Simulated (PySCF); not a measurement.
Cl₆Pt, charge -2, singlet, at a GFN2-xTB geometry (such geometries of metal compounds can be far from the true shape) (core potentials on Pt) (in this run its highest filled SCF level lies above zero, so its values depend strongly on the basis, on diffuse functions most of all). Base run: DF-B3LYP/def2-SVP in PySCF.

Here is a job for PySCF.
```python
from pyscf import gto, scf, dft

mol = gto.Mole()
mol.atom = '''
    Pt   -0.000000    0.000000    0.000000
    Cl    2.079927    0.862497   -0.735908
    Cl    0.743768    0.122523    2.245742
    Cl   -0.743768   -0.122523   -2.245742
    Cl   -2.079927   -0.862497    0.735908
    Cl   -0.855728    2.202872    0.163225
    Cl    0.855728   -2.202872   -0.163225
'''
mol.basis = 'def2-svp'
mol.ecp = {'Pt': 'def2-svp'}
mol.charge = -2
mol.spin = 0
mol.verbose = 4
mol.symmetry = True
mol.build()

mf = dft.RKS(mol)
mf.xc = 'b3lyp'
mf = mf.density_fit(auxbasis='def2-universal-jkfit')
mf.kernel()
mf.analyze()
```

The base run was repeated with changes; each row names its change, and settings that it needs were set with it.

```json
[
 {"change": "base", "ΔE vs base (eV)": "0.00", "point group used": "D2h", "SCF cycles": "11", "outcome": "converged"},
 {"change": "irrep_nelec = Ag:32 B1g:10 B2g:10 B3g:10 Au:2 B1u:20 B2u:20 B3u:18", "ΔE vs base (eV)": "-", "point group used": "-", "SCF cycles": "30", "outcome": "not converged"},
 {"change": "irrep_nelec = Ag:32 B1g:10 B2g:10 B3g:8 Au:2 B1u:20 B2u:20 B3u:20", "ΔE vs base (eV)": "56.37", "point group used": "D2h", "SCF cycles": "17", "outcome": "converged"},
 {"change": "symmetry_subgroup = C2v", "ΔE vs base (eV)": "0.00", "point group used": "C2v", "SCF cycles": "11", "outcome": "converged"},
 {"change": "symmetry_subgroup = D2", "ΔE vs base (eV)": "-", "point group used": "-", "SCF cycles": "-", "outcome": "input refused"},
 {"change": "symmetry = off", "ΔE vs base (eV)": "0.00", "point group used": "C1", "SCF cycles": "11", "outcome": "converged"},
 {"change": "irrep_nelec = Ag:32 B1g:10 B2g:8 B3g:10 B1u:20 B2u:20 B3u:22", "ΔE vs base (eV)": "19.98", "point group used": "D2h", "SCF cycles": "27", "outcome": "converged"},
 {"change": "irrep_nelec = Ag:32 B1g:10 B2g:10 B3g:12 B1u:18 B2u:20 B3u:20", "ΔE vs base (eV)": "33.42", "point group used": "D2h", "SCF cycles": "12", "outcome": "converged"},
 {"change": "symmetry_subgroup = C2h", "ΔE vs base (eV)": "0.00", "point group used": "C2h", "SCF cycles": "11", "outcome": "converged"}
]
```

- symmetry_subgroup = D2: ended with `pyscf.lib.exceptions.PointGroupSymmetryError: D2 not in Ablien subgroup of D4h`
